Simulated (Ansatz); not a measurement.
GaI₃. Charge 0, multiplicity 3. Geometry r2SCAN-D4/def2-SVP, that of the neutral singlet.

```xyz
4

Ga    0.000    0.000    0.000
I    -1.178   -2.176   -0.064
I     0.808    0.907    2.156
I     0.370    1.269   -2.092
```

In the def2 sets I takes a core potential; there is no spin–orbit coupling. At PBE0-D4/def2-TZVP a singlet of charge 0 lies 3.82 eV below the triplet at the same geometry.

(1) Estimate the α-spin orbital energies around the gap (eV) in Ansatz with PBE-D4/def2-TZVP, r2SCAN-D4/def2-TZVP, PBE0-D4/def2-TZVP.

Results:

(1) 
| orbital | PBE-D4/def2-TZVP | r2SCAN-D4/def2-TZVP | PBE0-D4/def2-TZVP |
| --- | --- | --- | --- |
| HOMO−5 | -7.46 | -7.84 | -8.69 |
| HOMO−4 | -7.46 | -7.84 | -8.69 |
| HOMO−3 | -7.22 | -7.61 | -8.43 |
| HOMO−2 | -7.13 | -7.45 | -8.29 |
| HOMO−1 | -7.13 | -7.45 | -8.29 |
| HOMO | -3.37 | -3.49 | -4.04 |
| LUMO | -2.64 | -2.73 | -2.03 |
| LUMO+1 | -0.27 | 0.03 | 0.41 |
| LUMO+2 | -0.27 | 0.03 | 0.41 |
| LUMO+3 | 1.55 | 2.08 | 2.29 |
| LUMO+4 | 1.97 | 2.66 | 2.71 |
| LUMO+5 | 1.97 | 2.66 | 2.71 |
| β HOMO | -6.97 | -7.19 | -7.70 |
| β LUMO | -6.68 | -6.85 | -6.47 |
